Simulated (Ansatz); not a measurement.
Cartesian coordinates in Å:
```
C -0.8297 1.1559 -0.9567
S 0.4234 -0.1305 -0.8338
C -0.6111 -1.5452 -0.4231
Cu 1.6116 0.3079 0.8987
O 2.7308 0.6642 2.2436
H -1.3861 1.2496 -0.0249
H -0.3085 2.0901 -1.1619
H -1.5037 0.9279 -1.7834
H -1.2866 -1.7538 -1.2538
H -1.1746 -1.3647 0.4914
H 0.0545 -2.3947 -0.2758
H 2.2799 0.7932 3.0798
```

Total charge 0; spin multiplicity 1.

(1) List the ωB97M-V/def2-TZVPP orbital energies in eV (Ansatz 0.2.0). (Best estimate.)

## Answers

(1) The calculation gave: Occupied: -8804.09, -2428.35, -1063.02, -929.71, -929.68, -929.66, -523.45, -282.92, -282.92, -222.26, -165.38, -165.30, -165.18, -121.12, -79.44, -79.22, -79.20, -27.28, -26.45, -23.46, -20.70, -16.11, -15.94, -15.41, -14.89, -13.82, -13.63, -13.04, -11.20, -10.91, -10.55, -10.24, -10.24, -9.46, -8.67, -8.45. Lowest empty: 1.32, 1.59, 2.19, 3.05, 3.29, 3.71, 3.84, 4.17.
